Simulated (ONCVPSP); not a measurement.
# An all-electron radial function and its pseudo partner (molybdenum (Mo))

Columns: radius, all-electron u(r) and pseudo u(r) of the 4p shell (level -41.15 eV) of molybdenum in the configuration [Ar] 3d10 4s2 4p6 4d4 5s2; LDA (Perdew-Zunger), scalar-relativistic, ONCV scheme, ONCVPSP 4.0.1.

```csv
r (bohr),all-electron,pseudo
0.132,0.1667,0.0403
0.265,-0.4846,0.1550
0.398,-0.4221,0.3231
0.530,0.0239,0.5137
0.663,0.4820,0.6978
0.795,0.8021,0.8459
0.928,0.9734,0.9423
1.060,1.0237,0.9791
1.193,0.9935,0.9613
1.325,0.9169,0.9008
1.458,0.8172,0.8120
1.590,0.7117,0.7109
1.723,0.6084,0.6084
1.855,0.5140,0.5140
1.988,0.4294,0.4294
2.120,0.3564,0.3564
2.252,0.2941,0.2941
2.385,0.2411,0.2411
2.518,0.1969,0.1969
2.650,0.1605,0.1605
2.782,0.1305,0.1305
2.915,0.1057,0.1057
3.048,0.0855,0.0854
3.180,0.0691,0.0691
3.312,0.0558,0.0558
3.445,0.0449,0.0449
```

(1) How many radial nodes do the two functions have?

(2) At about which radius was the pseudo-wave matched?

(3) Is the pseudo-wave norm-conserving?

Results:

(1) The all-electron 4p function has n − l − 1 = 2; the pseudo-wave has 0, since the states of the same l below it are removed with the core.

(2) 1.75 bohr, where the columns begin to agree (steps of 0.13 bohr).

(3) Yes: the ONCV scheme keeps the norm inside the radius equal to the all-electron one, which fixes the energy derivative of the logarithmic derivative at the level.
